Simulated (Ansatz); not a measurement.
`[F][SnH]([Cl])[Br]` and `N[BH][SnH]([F])[Cl]` differ in one atom or group.

Ansatz, PBE0-D4/def2-TZVP geometries, multiplicity 1. Each molecule was computed in one conformer, which needn't be the lowest.

Elements past krypton have def2 core potentials. Scalar relativity is left out up to krypton. Spin–orbit coupling is left out; it splits and shifts lone-pair levels of the heavy atoms by tenths of an eV.

```tsv
property	`[F][SnH]([Cl])[Br]`
HOMO–LUMO gap (PBE/def2-TZVPP) / eV	4.55
HOMO energy (PBE/def2-TZVPP) / eV	-7.77
LUMO energy (ωB97M-V/def2-TZVPP) / eV	-0.30
ideal-gas entropy at 298 K and 1 bar (rigid rotor, harmonic PBE0-D4/def2-TZVP) / J/(mol·K)	355
LUMO energy (PBE/def2-TZVPP) / eV	-3.22
LUMO energy (B3LYP/def2-TZVPP) / eV	-2.63
```

Q: Give the same properties after the change, and the shifts. (Best estimate.)

A: Computed: 
```tsv
property	`N[BH][SnH]([F])[Cl]`	shift
HOMO–LUMO gap (PBE/def2-TZVPP) / eV	4.47	-0.08
HOMO energy (PBE/def2-TZVPP) / eV	-6.84	0.93
LUMO energy (ωB97M-V/def2-TZVPP) / eV	0.37	0.67
ideal-gas entropy at 298 K and 1 bar (rigid rotor, harmonic PBE0-D4/def2-TZVP) / J/(mol·K)	375	20
LUMO energy (PBE/def2-TZVPP) / eV	-2.36	0.86
LUMO energy (B3LYP/def2-TZVPP) / eV	-1.70	0.93
```

With PBE0 the HOMO rises by 1.00 eV and the LUMO rises by 0.81 eV, so the gap narrows by about 0.19 eV. PBE moves the HOMO by 0.93 eV and ωB97M-V by 1.11 eV. The zero-point energy changes by 105.2 kJ/mol with +12 modes.

B3LYP here is the variant with VWN-RPA as its local correlation; programs differ in this.
